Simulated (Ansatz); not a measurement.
Species: ZnCl2, net charge 1, doublet state. The spin state was set by rule; other spins were not relaxed. 
Coordinates optimised at B3LYP-D3(BJ)/def2-TZVP (Ansatz, a program for electronic structure):
```xyz
3

Zn     0.0000     0.0000     0.0000
Cl     0.0000     0.0000     2.1284
Cl     0.0000     0.0000    -2.1284
```
Charge +1, spin multiplicity 2.

Basis-set convergence of Hartree-Fock and MP2 correlation energies (hartree) with Ansatz. Correlated levels leave the core frozen unless marked. UHF or UKS for open shells. Spin-orbit coupling is left out. The frozen core is the preceding noble-gas configuration, with the filled d and f shells of earlier blocks. No relativistic terms.

```tsv
basis	functions	E(HF)	E(corr, MP2)
def2-SVP	67	-2695.99458	-0.52749
def2-TZVPP	148	…	…
```

Task: Fill in the missing entries.

Result: 
- def2-TZVPP, E(HF): -2696.55808
- def2-TZVPP, E(corr, MP2): -0.82261
